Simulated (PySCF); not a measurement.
**Magnetic susceptibility: SMILES O=C(CC(F)=C(F)F)O[SiH3], C₄H₅F₃O₂Si**

Geometry:
```json
{"atom": "O1", "x (Å)": "0.470", "y (Å)": "0.277", "z (Å)": "-1.154"}
{"atom": "C2", "x (Å)": "0.463", "y (Å)": "0.030", "z (Å)": "0.018"}
{"atom": "C3", "x (Å)": "-0.810", "y (Å)": "-0.143", "z (Å)": "0.852"}
{"atom": "C4", "x (Å)": "-1.994", "y (Å)": "0.451", "z (Å)": "0.166"}
{"atom": "F5", "x (Å)": "-2.208", "y (Å)": "1.756", "z (Å)": "0.409"}
{"atom": "C6", "x (Å)": "-2.785", "y (Å)": "-0.187", "z (Å)": "-0.688"}
{"atom": "F7", "x (Å)": "-3.823", "y (Å)": "0.322", "z (Å)": "-1.328"}
{"atom": "F8", "x (Å)": "-2.648", "y (Å)": "-1.479", "z (Å)": "-0.958"}
{"atom": "O9", "x (Å)": "1.548", "y (Å)": "-0.146", "z (Å)": "0.738"}
{"atom": "Si10", "x (Å)": "3.089", "y (Å)": "-0.014", "z (Å)": "0.090"}
{"atom": "H11", "x (Å)": "-0.956", "y (Å)": "-1.214", "z (Å)": "1.008"}
{"atom": "H12", "x (Å)": "-0.661", "y (Å)": "0.339", "z (Å)": "1.819"}
{"atom": "H13", "x (Å)": "3.220", "y (Å)": "-0.981", "z (Å)": "-0.991"}
{"atom": "H14", "x (Å)": "3.274", "y (Å)": "1.359", "z (Å)": "-0.359"}
{"atom": "H15", "x (Å)": "3.818", "y (Å)": "-0.361", "z (Å)": "1.300"}
```

Method: GIAO KT3/6-31G magnetisability, rotational g tensor and spin-rotation constants, non-relativistic, gas phase (PySCF 2.14.0). Geometry: GFN2-xTB.

Q: What are the magnetisability and the molar susceptibility?

A: Isotropic -1276 × 10⁻³⁰ J/T², or -76.8 × 10⁻⁶ cm³/mol; principal values -1358, -1346, -1123 × 10⁻³⁰ J/T², anisotropy 230 × 10⁻³⁰ J/T² (root of half the summed squared differences of the principal values). The susceptibility is in cgs units.

Q: Split it along the inertial axes a, b, c into diamagnetic and paramagnetic parts about the centre of mass, with the quadrupole moment.

A: 
| axis | χ (10⁻⁶ cm³/mol) | diamagnetic (10⁻⁶ cm³/mol) | paramagnetic (10⁻⁶ cm³/mol) | summed x² of all electrons (Å²) | quadrupole Θ (D Å) |
| --- | --- | --- | --- | --- | --- |
| a | -77.3 | -527.2 | 449.9 | 508.9 | +8.45 |
| b | -80.3 | -2357.4 | 2277.1 | 77.5 | -4.98 |
| c | -72.8 | -2487.9 | 2415.0 | 46.8 | -3.47 |

Anisotropies 2χaa − χbb − χcc = -1.6 and 2χbb − χaa − χcc = -10.5 × 10⁻⁶ cm³/mol. Θ is traceless in Buckingham's convention.

Q: And the rotational g tensor?

A: 
```
axis  rotational constant (GHz)        g  nuclear part  electronic part
   a                     2.6761  -0.0442        0.5214          -0.5656
   b                     0.4935  -0.0056        0.5223          -0.5280
   c                     0.4620  -0.0071        0.5170          -0.5241
```
Asymmetric top; isotopes 12C, 19F, 1H, 16O, 28Si; no vibrational averaging.
